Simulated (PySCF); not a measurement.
**Finite-field polarisability of Co (cobalt, neutral)**

[Ar] 3d7 4s2, high-spin 4F determinant. All numbers are calculated (PySCF 2.14, the spin-free X2C one-electron Hamiltonian (Gaussian nucleus), in x2c-TZVPPall with one added diffuse shell each of s, p, d, f type (7s6p5d3f1g, 80 functions)). Frozen: [Ar]. Energy changes in a uniform field (μhartree):

```csv
axis,F (au),HF,MP2,CCSD,CCSD(T)
x,0.0017,-101.614,-68.232,-79.355,-77.415
x,0.0034,-406.894,-273.185,-317.667,-309.891
y,0.0017,-101.614,-68.232,-79.355,-77.415
y,0.0034,-406.894,-273.185,-317.667,-309.891
z,0.0017,-101.612,-68.241,-79.351,-77.411
z,0.0034,-406.862,-273.329,-317.669,-309.893
```

(1) Derive α along x at CCSD(T) from the two fields.

(2) And the mean polarisability at each level?

Results:

(1) With ΔE = −αF²/2 − γF⁴/24, α = −(16 ΔE(F) − ΔE(2F))/(6F²) = 53.56 bohr³.

(2) HF 70.30, MP2 47.20, CCSD 54.90, CCSD(T) 53.56 bohr³. Reference: 55 ± 4 bohr³ (recommended; Schwerdtfeger and Nagle, table of static dipole polarizabilities (2023 update)).
